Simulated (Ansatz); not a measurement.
```yaml
crystal:
  periodic: [false, false, false]
  atoms:
    - {symbol: K, position_ang: [1.847073, 1.270710, -0.341211]}
    - {symbol: K, position_ang: [-1.545630, 1.374607, 1.105911]}
    - {symbol: K, position_ang: [-0.089268, -1.748586, 1.295926]}
    - {symbol: K, position_ang: [-0.306882, -0.878709, -2.150403]}
    - {symbol: N, position_ang: [-0.555013, 1.783677, -1.448592]}
    - {symbol: N, position_ang: [0.818365, 0.704734, 2.282361]}
    - {symbol: N, position_ang: [1.820554, -1.234896, -0.837805]}
    - {symbol: N, position_ang: [-2.176330, -1.076614, 0.025305]}
    - {symbol: H, position_ang: [-1.622987, 1.954733, -1.839387]}
    - {symbol: H, position_ang: [-0.213780, 2.753363, -1.839838]}
    - {symbol: H, position_ang: [0.575146, 1.162809, 3.030330]}
    - {symbol: H, position_ang: [1.809793, 0.331433, 2.630389]}
    - {symbol: H, position_ang: [2.648925, -1.469102, -0.061172]}
    - {symbol: H, position_ang: [2.253073, -2.088815, -1.652152]}
    - {symbol: H, position_ang: [-2.682637, -1.908405, 0.418495]}
    - {symbol: H, position_ang: [-2.869581, -0.679571, -0.533760]}
basis:
  gaussian: {orbitals: def2-SVPD}
total_charge: 1
magnetization: {spin_polarized: true, initial_magnetization: 1}
hamiltonian: {xc: {name: HF}, dispersion: d4}
scf: {lower_state_search: off}
```

```sh
$ ansatz run in.yaml --threads 4 --pin off --events-out ev --progress --plain --max-ram 8704MiB
```

Shortened log:

```
Functional definition: HF
2451 factors; integrals over basis functions are off by at most 1.1e-3 eV
mean field evaluation 1: about -71230.4368 eV, gradient 6.7e1 eV
mean field evaluation 2: about -71230.5996 eV, gradient 6.7e1 eV
mean field evaluation 4: about -71250.6812 eV, gradient 3.9e0 eV
mean field evaluation 8: about -71250.8432 eV, gradient 3.6e-1 eV
mean field evaluation 16: about -71250.8491 eV, gradient 2.6e-6 eV
mean field -71250.84910223 eV, -2618.4204089468 hartree, gradient 2.6e-6 eV, S^2 0.770818; 0 other end points of the search recorded, 0 dependent functions left out
reference -71250.84910223 eV, -2618.4204089468 hartree; 56, 55 occupied and 196, 197 virtual orbitals, 2451 factors
Total energy: -71251.94851384 eV, -2618.4608115783 hartree
Checks for a lower state left out: stability, starts, cluster_reference, orbital_swaps, neighbouring_geometries, increment
```

Run time 5.5 s (4 threads of Intel Xeon 6975P-C on a shared host), peak host memory 1.3 GiB.
